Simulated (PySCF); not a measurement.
TDDFT excited states: C6H9FO

Species: C₆H₉FO.
SMILES: `C=C[C@@H]1CC[C@@H](F)O1`

Method used: TDDFT PBE0/def2-SVPD, vertical, gas phase, core orbitals frozen in the response in PySCF. One conformer (not necessarily the lowest) at the GFN2-xTB geometry, without solvent, vibrations or thermal averaging.

| state | E (eV) | E (kJ/mol) | λ (nm) | f | main configurations (H = HOMO, L = LUMO) |
| --- | --- | --- | --- | --- | --- |
| S1 | 7.04 | 679 | 176.2 | 0.102 | H→L (51%), H-1→L (47%) |
| S2 | 7.50 | 723 | 165.4 | 0.050 | H→L+1 (71%), H→L+2 (17%) |
| S3 | 7.60 | 733 | 163.1 | 0.277 | H-1→L (35%), H→L (32%), H→L+1 (11%) |
| S4 | 7.79 | 752 | 159.1 | 0.054 | H→L+2 (73%), H→L+1 (9%) |
| S5 | 7.95 | 768 | 155.9 | 0.017 | H→L+3 (83%) |
| S6 | 8.16 | 788 | 151.9 | 0.055 | H-3→L (53%), H-2→L (21%) |
| S7 | 8.23 | 794 | 150.6 | 0.024 | H-1→L+1 (79%) |
| S8 | 8.31 | 801 | 149.3 | 0.0004 | H-2→L (74%), H-3→L (19%) |

Triplets (Tamm–Dancoff): T1 4.44 eV, H→L (88%); T2 6.98 eV, H-1→L (85%); T3 7.38 eV, H→L+1 (66%), H→L+2 (23%).

The lowest singlet comes at 176 nm (679 kJ/mol) in the vacuum ultraviolet; it is of moderate strength; its leading configuration is HOMO→LUMO (51%). The most intense listed level is S3 at 7.60 eV (163 nm, f = 0.277), 0.56 eV above S1. Löwdin shares by element: HOMO carbon 72% or more, oxygen 7% (atoms not listed hold the other 21%); LUMO carbon 70% or more, hydrogen 12% or more (atoms not listed hold the other 18%). The listed states span 1.27 eV, and the widest gap between neighbours is 0.46 eV (S1 to S2). Orbital energies (eV): HOMO-3 -9.77, HOMO-2 -9.29, HOMO-1 -8.56, HOMO -7.79, LUMO -0.02, LUMO+1 0.74, LUMO+2 1.13. The oscillator strengths of these states sum to 0.579; summed over the whole spectrum of an exact calculation they would give the number of electrons, 62 (Thomas–Reiche–Kuhn). Singlets were solved by full linear response, triplets in the Tamm–Dancoff approximation.
